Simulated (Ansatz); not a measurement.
Abridged output of a molecular run in Ansatz:

```
Functional definition: HF
1789 factors; integrals over basis functions are off by at most 1.1e-3 eV
mean field evaluation 1: about -12318.5006 eV, gradient 4.4e1 eV
mean field evaluation 2: about -12318.8040 eV, gradient 4.4e1 eV
mean field evaluation 4: about -12323.0555 eV, gradient 4.9e0 eV
mean field evaluation 8: about -12323.1362 eV, gradient 2.9e-1 eV
mean field -12323.13672694 eV, -452.8669217930 hartree, gradient 4.2e-6 eV, S^2 0.000000; 0 other end points of the search recorded, 0 dependent functions left out
7 core orbitals not correlated: weight in the atoms' cores, before any rotation towards them, 1.000 or more for the frozen orbitals, at most 0.000 for the correlated occupied ones
reference -12323.13672694 eV, -452.8669217930 hartree; 21, 21 occupied and 259, 259 virtual orbitals, 1789 factors
second order -37.89442231 eV of doubles, -0.00000000 eV of singles
cycle   1  -37.76713918 eV  change    1.3e-1 eV  update   1.2e-1
cycle   2  -38.56885266 eV  change   -8.0e-1 eV  update   3.7e-2
cycle   3  -38.76413105 eV  change   -2.0e-1 eV  update   1.9e-2
cycle   4  -38.74686991 eV  change    1.7e-2 eV  update   4.3e-3
cycle   5  -38.74379403 eV  change    3.1e-3 eV  update   2.0e-3
cycle   6  -38.74584983 eV  change   -2.1e-3 eV  update   5.9e-4
cycle   7  -38.74573454 eV  change    1.2e-4 eV  update   2.6e-4
cycle   8  -38.74552736 eV  change    2.1e-4 eV  update   8.2e-5
cycle   9  -38.74555063 eV  change   -2.3e-5 eV  update   3.4e-5
perturbative correction -1.41048848 eV, -0.0518344954 hartree
Total energy: -12363.29276605 eV, -454.3426290115 hartree
```

Its atoms:

Z-matrix (Å, degrees):
```
C
C 1 1.486
H 1 1.089 2 111.8
H 1 1.094 2 110.6 3 121.1
H 1 1.094 2 110.5 3 -120.8
C 2 1.320 1 125.2 3 0.6
H 2 1.084 1 119.0 3 -179.6
C 6 1.494 2 127.0 1 -179.8
F 6 1.342 2 122.5 1 -0.5
F 8 1.358 6 110.1 2 -114.4
F 8 1.350 6 110.6 2 4.6
H 8 1.096 6 112.0 2 126.2
```

Problem. Which basis set was used?
A. cc-pV(D+d)Z
B. def2-QZVPP
C. def2-SVP
D. def2-TZVPP

Solution. D. It gives 287 functions.

Problem. Write the keys of the input that set method, charge and spin (a neutral closed shell needs none for the last two).

Solution. 
```yaml
correlation: {method: ccsd_t}
```
